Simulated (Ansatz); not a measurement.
BrHTe (SMILES Br[TeH]) moved off its minimum; all values from Ansatz (a first-principles code), cores frozen in correlated methods. Elements past Kr take the def2 small-core potentials, without spin–orbit coupling.
(charge 0, multiplicity 1)
```xyz
3

Te    -0.57456    -0.48207     0.68942
H     -1.63710    -1.00167    -0.48053
Br     0.88478     0.73654    -0.96311
```

Forces at wB97M-V/def2-TZVPP (eV/Å):

```
atom      Fx      Fy      Fz
----  ------  ------  ------
Te1    0.107   0.136  -0.425
H2     0.145   0.073   0.148
Br3   -0.252  -0.209   0.277
```

Problem. Give the forces (eV/Å), the total energy and the dipole at CCSD(T)/def2-TZVPPD.

Solution. 
```
atom      Fx      Fy      Fz
----  ------  ------  ------
Te1    0.023   0.021  -0.042
H2     0.007   0.003   0.008
Br3   -0.030  -0.025   0.034
```
Energy -2840.3580 hartree, dipole 1.61 D.
